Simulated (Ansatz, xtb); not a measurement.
**Two isomers of C4H12BNO**

Structure X: `CB(N)OC(C)C`, a singlet. Structure Y: `CC(C)COBN`, a singlet. Both are isolated molecules in the gas phase, relaxed with B3LYP/def2-SVP; each stands in its lowest conformer found.

Quicker runs give these differences E(Y) − E(X): GFN2-xTB −13.9 kJ/mol; HF/STO-3G +39.3 kJ/mol (at GFN2-xTB geometries); r2SCAN-D4/def2-SVP +51.1 kJ/mol (at GFN2-xTB geometries).

Which of the two would you expect CCSD(T)/def2-SVP + ΔMP2/def2-TZVPP electronic energies to favour?

Structure X; the calculation gives E(Y) − E(X) = +47.7 kJ/mol.

Level by level:

| level | geometry | E(Y) − E(X) (kJ/mol) | departure from the last row (kJ/mol) | job, with rough time for the two |
| --- | --- | --- | --- | --- |
| GFN2-xTB | GFN2-xTB | −13.9 | −61.6 | optimisation, 0.56 s |
| HF/STO-3G | GFN2-xTB | +39.3 | −8.5 | single point, 0.62 s |
| r2SCAN-D4/def2-SVP | GFN2-xTB | +51.1 | +3.3 | single point, 6.9 s |
| B3LYP/def2-SVP | B3LYP/def2-SVP | +45.5 | −2.2 | optimisation, 2.5 min |
| HF/def2-SVP | B3LYP/def2-SVP | +45.8 | −1.9 | part of the CCSD(T) run |
| MP2/def2-SVP | B3LYP/def2-SVP | +44.0 | −3.7 | part of the CCSD(T) run |
| CCSD(T)/def2-SVP | B3LYP/def2-SVP | +43.4 | −4.3 | single point |
| CCSD(T)/def2-SVP + ΔMP2/def2-TZVPP | B3LYP/def2-SVP | +47.7 |  | single point, 3.4 min |

As drawn, Y has 1 C–C, 1 B–H in place of 1 C–B, 1 C–H.

GFN2-xTB puts the two in the other order. The largest departure from CCSD(T)/def2-SVP + ΔMP2/def2-TZVPP is that of GFN2-xTB, 61.6 kJ/mol. The last row adds to CCSD(T) the change of the MP2 difference between the two basis sets, here +4.3 kJ/mol.

With thermal terms from frequencies at re-optimised GFN2-xTB minima (ideal gas, soft modes damped towards free rotors, one conformer each, 298.15 K, 1 atm): on the last row, ΔE + ΔZPE = +47.9, ΔH = +46.6, ΔG = +48.6 kJ/mol.

The correlated steps freeze 7 core orbitals. Run with Ansatz 0.2.0, xtb 6.7.1; the last row on 4 threads of Arm Neoverse N1 on a shared host.
